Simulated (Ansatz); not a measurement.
CH₄Cl₃NSn (`C[NH][Sn]([Cl])([Cl])[Cl]`), one more setting.

```yaml
crystal:
  periodic: [false, false, false]
  atoms:
    - {symbol: C, position_ang: [0.304012, -1.015275, 1.134035]}
    - {symbol: N, position_ang: [0.765563, 0.147653, 0.386040]}
    - {symbol: Sn, position_ang: [-0.432827, 0.928790, -1.000474]}
    - {symbol: Cl, position_ang: [-1.182170, -0.568735, -2.597583]}
    - {symbol: Cl, position_ang: [0.692372, 2.619793, -2.073241]}
    - {symbol: Cl, position_ang: [-2.308013, 1.748328, 0.043872]}
    - {symbol: H, position_ang: [0.250121, -1.940810, 0.549119]}
    - {symbol: H, position_ang: [-0.687504, -0.815557, 1.546305]}
    - {symbol: H, position_ang: [0.974594, -1.183051, 1.980959]}
    - {symbol: H, position_ang: [1.707051, 0.027665, 0.033970]}
basis:
  gaussian: {orbitals: def2-mTZVPP}
total_charge: -1
magnetization: {spin_polarized: true, initial_magnetization: 1}
hamiltonian: {xc: {name: LC-wPBE}}
output: {forces: true}
```

```sh
$ ansatz run in.yaml --threads 4 --pin off --events-out ev --progress --plain --max-ram 11315MiB
```

It prints (some lines left out):

```
Functional definition: LC-wPBE
1733 factors; their error is unknown
581 factors; integrals over basis functions are off by at most 2.2e-5 eV
mean field evaluation 1: about -45983.6344 eV, gradient 2.7e1 eV
mean field evaluation 2: about -45984.0741 eV, gradient 2.6e1 eV
mean field evaluation 4: about -45986.6552 eV, gradient 1.4e0 eV
mean field evaluation 8: about -45986.6891 eV, gradient 1.1e-1 eV
mean field evaluation 16: about -45986.6667 eV, gradient 1.1e-3 eV
mean field -45986.66665138 eV, -1689.9788285560 hartree, gradient 5.4e-5 eV, S^2 0.756063; 0 other end points of the search recorded, 0 dependent functions left out
reference -45986.66665139 eV, -1689.9788285563 hartree; 46, 45 occupied and 134, 135 virtual orbitals, 1733 factors
Total energy: -45986.66665139 eV, -1689.9788285563 hartree
Atom 0 at     0.304012    -1.015275     1.134035 Å, force     0.411576     0.314733    -0.021277 eV/Å
Atom 1 at     0.765563     0.147653     0.386040 Å, force     0.956945    -0.826209     1.335632 eV/Å
Atom 2 at    -0.432827     0.928790    -1.000474 Å, force     0.182523    -0.121260     0.180845 eV/Å
Atom 3 at    -1.182170    -0.568735    -2.597583 Å, force    -0.907461    -2.329987    -2.068848 eV/Å
Atom 4 at     0.692372     2.619793    -2.073241 Å, force     1.855559     2.314037    -1.287291 eV/Å
Atom 5 at    -2.308013     1.748328     0.043872 Å, force    -2.408320     0.984836     1.697969 eV/Å
Atom 6 at     0.250121    -1.940810     0.549119 Å, force    -0.036366    -0.059935    -0.034130 eV/Å
Atom 7 at    -0.687504    -0.815557     1.546305 Å, force    -0.045488     0.007566    -0.034389 eV/Å
Atom 8 at     0.974594    -1.183051     1.980959 Å, force    -0.044238    -0.172114     0.139547 eV/Å
Atom 9 at     1.707051     0.027665     0.033970 Å, force     0.035270    -0.111666     0.091942 eV/Å
Dipole moment:     0.418288    -0.444218     0.435311 e Å
```

Hardware: 4 threads of an Intel Xeon 6975P-C on a shared host. Wall time 3.5 s, peak host memory 0.61 GiB.
